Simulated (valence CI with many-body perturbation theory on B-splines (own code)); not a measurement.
Cu XVII: electric-dipole lines

Calculated by valence CI with perturbative core correlation (CI+MBPT): three valence electrons over a frozen Dirac-Fock core [Ne], radial functions for each j: 11 s, 11 p, 9 d, 7 f, 5 g, 2 h, 1 i, with the one-electron correlation potential Σ1, the two-electron term Σ2, the three-electron term Σ3, Breit, model QED; selected CI, second order for the rest (own B-spline code, finite nucleus).

No measured spectrum was set against this ion. As an estimate, levels of excited configurations hold to 0.05 to 0.15 % of their energy, terms of the ground configuration to about 0.5 %.

Lines 51 to 100 of 267 in falling wavelength, among levels below 168.96 eV, chosen from the strongest by gf and those to the six lowest levels. Wavelengths and rates use the calculated energies, so an error of 400 cm⁻¹ moves a line at 280.1 Å by 0.11 % and its rate by three times that or more. Electric multipoles are in the length gauge, E1 and E2 with the static RPA response of the core. Weak lines are less certain than strong ones. Lines between different terms over intervals too small for the method are left out, as are lines whose strength nearly cancels. The highest levels of a list are the least certain.

Names give the largest LS component (configuration and term), which can be under half, so a name can repeat, a term be missing and a line seem to break the LS rules; names also repeat where a configuration has a term twice. Letters in brackets count levels of one name in rising energy.

| λ vac (Å) | Upper | Lower | A (s⁻¹) | log gf | Branch % |
| --- | --- | --- | --- | --- | --- |
| 280.1 | 3p²3d ²F_5/2 [b] | 3s3p3d ²P°_3/2 [a] | 1.89e+09 | -0.88 | 2.5 |
| 270.4 | 3p²3d ⁴D_7/2 | 3s3p3d ⁴D°_5/2 | 1.66e+09 | -0.84 | 6.5 |
| 269.5 | 3p²3d ⁴D_7/2 | 3s3p3d ⁴D°_7/2 | 2.82e+09 | -0.61 | 11.1 |
| 268.6 | 3s3p² ²D_3/2 | 3s²3p ²P°_1/2 | 3.82e+09 | -0.78 | 99.3 |
| 263.8 | 3p²3d ⁴P_5/2 | 3s3p3d ²D°_5/2 [a] | 1.42e+09 | -1.05 | 2.1 |
| 263.1 | 3p²3d ⁴F_7/2 | 3s3p3d ⁴F°_9/2 | 4.85e+09 | -0.39 | 22.5 |
| 260.6 | 3p²3d ⁴F_5/2 | 3s3p3d ⁴F°_7/2 | 6.10e+09 | -0.43 | 28.3 |
| 259.8 | 3p²3d ²F_7/2 [a] | 3s3p3d ⁴F°_7/2 | 1.26e+09 | -0.99 | 11.9 |
| 259.5 | 3p²3d ⁴F_3/2 | 3s3p3d ⁴F°_5/2 | 5.56e+09 | -0.65 | 26.2 |
| 258.9 | 3p²3d ²D_3/2 [a] | 3s3p3d ²D°_3/2 [a] | 2.46e+09 | -1.01 | 3.7 |
| 255.8 | 3p²3d ⁴F_9/2 | 3s3p3d ⁴F°_9/2 | 1.33e+10 | 0.11 | 63.4 |
| 254.7 | 3p²3d ⁴F_3/2 | 3s3p3d ⁴F°_3/2 | 9.40e+09 | -0.44 | 44.3 |
| 254.1 | 3p²3d ⁴D_7/2 | 3s3p3d ⁴P°_5/2 | 4.31e+09 | -0.48 | 16.9 |
| 253.6 | 3p²3d ⁴F_5/2 | 3s3p3d ⁴F°_5/2 | 7.04e+09 | -0.39 | 32.6 |
| 252.7 | 3p²3d ⁴F_7/2 | 3s3p3d ⁴F°_7/2 | 7.83e+09 | -0.22 | 36.2 |
| 252.3 | 3p²3d ⁴P_5/2 | 3s3p3d ⁴D°_7/2 | 8.12e+09 | -0.33 | 12.0 |
| 250.2 | 3p³ ²D°_3/2 | 3s3p² ⁴P_5/2 | 2.85e+09 | -0.97 | 28.5 |
| 250.0 | 3p²3d ²D_5/2 [a] | 3s3p3d ²D°_5/2 [a] | 4.01e+09 | -0.65 | 6.0 |
| 249.4 | 3p²3d ²D_3/2 [a] | 3s3p3d ⁴D°_5/2 | 7.02e+09 | -0.58 | 10.5 |
| 249.2 | 3p²3d ⁴P_3/2 | 3s3p3d ²D°_3/2 [a] | 3.33e+09 | -0.91 | 4.5 |
| 249.1 | 3p²3d ⁴F_5/2 | 3s3p3d ⁴F°_3/2 | 2.27e+09 | -0.90 | 10.5 |
| 246.1 | 3p²3d ⁴F_7/2 | 3s3p3d ⁴F°_5/2 | 2.79e+09 | -0.69 | 12.9 |
| 246.1 | 3p²3d ²D_3/2 [b] | 3s3p3d ²F°_5/2 [a] | 8.97e+09 | -0.49 | 25.6 |
| 246.0 | 3p²3d ⁴F_9/2 | 3s3p3d ⁴F°_7/2 | 2.79e+09 | -0.60 | 13.4 |
| 244.6 | 3s3p3d ⁴F°_3/2 | 3s3p² ²D_3/2 | 2.68e+08 | -2.02 | 31.4 |
| 244.3 | 3p³ ²D°_5/2 | 3s3p² ⁴P_5/2 | 2.84e+08 | -1.82 | 5.1 |
| 243.2 | 3p²3d ⁴P_1/2 | 3s3p3d ⁴P°_3/2 | 1.34e+10 | -0.62 | 15.6 |
| 243.1 | 3p²3d ⁴P_1/2 | 3s3p3d ⁴P°_1/2 | 5.47e+09 | -1.01 | 6.4 |
| 242.9 | 3s3p² ²S_1/2 | 3s²3p ²P°_3/2 | 1.15e+08 | -2.69 | 0.4 |
| 241.9 | 3p²3d ²D_5/2 [b] | 3s3p3d ²F°_7/2 [a] | 1.68e+10 | -0.05 | 47.4 |
| 240.7 | 3p³ ²D°_3/2 | 3s3p² ⁴P_3/2 | 1.04e+09 | -1.44 | 10.4 |
| 240.7 | 3p²3d ⁴P_5/2 | 3s3p3d ⁴D°_3/2 | 2.30e+09 | -0.92 | 3.4 |
| 240.4 | 3s3p3d ⁴F°_5/2 | 3s3p² ²D_3/2 | 7.18e+06 | -3.43 | 0.8 |
| 240.3 | 3p²3d ⁴P_3/2 | 3s3p3d ⁴D°_5/2 | 7.67e+09 | -0.58 | 10.5 |
| 240.3 | 3p²3d ²D_5/2 [a] | 3s3p3d ⁴D°_5/2 | 2.00e+09 | -0.98 | 3.0 |
| 240.2 | 3s3p3d ²F°_7/2 [b] | 3s²3d ²D_5/2 | 2.96e+10 | 0.31 | 47.1 |
| 239.8 | 3p²3d ²F_7/2 [b] | 3s3p3d ²F°_7/2 [a] | 1.24e+10 | -0.07 | 15.5 |
| 239.6 | 3p²3d ²D_5/2 [a] | 3s3p3d ⁴D°_7/2 | 7.70e+09 | -0.40 | 11.5 |
| 239.5 | 3p²3d ²P_3/2 [a] | 3s3p3d ⁴F°_3/2 | 2.85e+09 | -1.01 | 9.7 |
| 239.4 | 3p²3d ⁴D_7/2 | 3s3p3d ⁴F°_9/2 | 9.04e+09 | -0.21 | 35.5 |
| 239.3 | 3p³ ⁴S°_3/2 | 3s3p² ⁴P_5/2 | 1.80e+10 | -0.21 | 44.0 |
| 239.1 | 3p³ ²P°_1/2 | 3s3p² ²D_3/2 | 1.65e+10 | -0.55 | 74.8 |
| 239.0 | 3p²3d ⁴D_5/2 | 3s3p3d ⁴F°_7/2 | 8.84e+09 | -0.34 | 32.4 |
| 238.8 | 3p²3d ⁴P_5/2 | 3s3p3d ⁴P°_5/2 | 7.12e+09 | -0.44 | 10.5 |
| 237.3 | 3p²3d ²D_3/2 [a] | 3s3p3d ⁴D°_3/2 | 3.88e+09 | -0.88 | 5.8 |
| 237.1 | 3p³ ²P°_3/2 | 3s3p² ²D_5/2 | 1.22e+10 | -0.39 | 56.0 |
| 236.2 | 3p²3d ⁴D_1/2 | 3s3p3d ⁴F°_3/2 | 1.41e+10 | -0.63 | 51.6 |
| 235.4 | 3s3p3d ²F°_5/2 [b] | 3s²3d ²D_3/2 | 3.09e+10 | 0.19 | 46.2 |
| 235.2 | 3p³ ²D°_5/2 | 3s3p² ⁴P_3/2 | 8.46e+06 | -3.38 | 0.2 |
| 234.9 | 3p²3d ²P_3/2 [b] | 3s3p3d ²F°_5/2 [a] | 5.99e+09 | -0.70 | 13.0 |
